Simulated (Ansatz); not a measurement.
`[F][SnH]([Cl])[Br]` + NH₃ → `[NH2][SnH]([F])[Cl]` + HBr at 400 K and 1 bar (ligand exchange at the Sn–Br bond).

Isolated molecules relaxed with PBE0-D4/def2-TZVP in Ansatz; ΔE leaves out vibrations. CCSD(T)/CBS adds triple-zeta CCSD(T) − MP2 to the extrapolated MP2 energy (def2 sets, frozen cores). This one scheme is used for every species. Elements past krypton have def2 core potentials. For Br, Sn outer-core shells are correlated without core-valence functions, which leaves a few kJ/mol of doubt a bond. Scalar relativity is left out up to krypton. One conformer a species, not always the lowest.

| species | CCSD(T)/CBS energy (Eh) | H − E (kJ/mol) | S (J/(mol·K)) |
| --- | --- | --- | --- |
| `[F][SnH]([Cl])[Br]` | -3347.63611 | 56.3 | 381.0 |
| NH₃ | -56.50880 | 104.2 | 203.1 |
| `[NH2][SnH]([F])[Cl]` | -830.19021 | 123.3 | 380.9 |
| HBr | -2573.91920 | 27.6 | 207.2 |

H − E and S are ideal-gas, rigid-rotor, harmonic terms from PBE0-D4/def2-TZVP, for one conformer and one mirror image of each species. 1 Eh = 2625.50 kJ/mol, R = 8.31446 J/(mol·K).

**Question.** By hand: ΔE, ΔH, ΔS and ΔG.

**Answer.** ΔE = (-830.19021) + (-2573.91920) − (-3347.63611) − (-56.50880) = 0.03550 Eh = 93.2 kJ/mol. Δ(H − E) = 123.3 + 27.6 − 56.3 − 104.2 = -9.6, so ΔH = 83.6 kJ/mol. ΔS = 380.9 + 207.2 − 381.0 − 203.1 = 4.0 J/(mol·K). ΔG = 83.6 − 400 × (4.0)/1000 = 82.0 kJ/mol.

**Question.** By hand: the equilibrium constant, and the temperature at which ΔG would vanish if ΔH and ΔS stayed fixed.

**Answer.** log₁₀ K = −ΔG/(RT ln 10) = -10.7. ΔG = 0 at ΔH/ΔS = 20900 K, far beyond where these terms or the molecules hold.

The number of gas molecules stays the same, so ΔS is small and ΔH decides. A doubt of 5 kJ/mol in ΔE shifts log₁₀ K by 0.7 here. Other conformers and mirror images would add mixing entropy, several J/(mol·K) or more a flexible species. These are equilibria of isolated gas molecules and say nothing of rates. Largest T1 diagnostic: 0.013 (customary marks: 0.02 for closed shells, 0.045 for open ones).
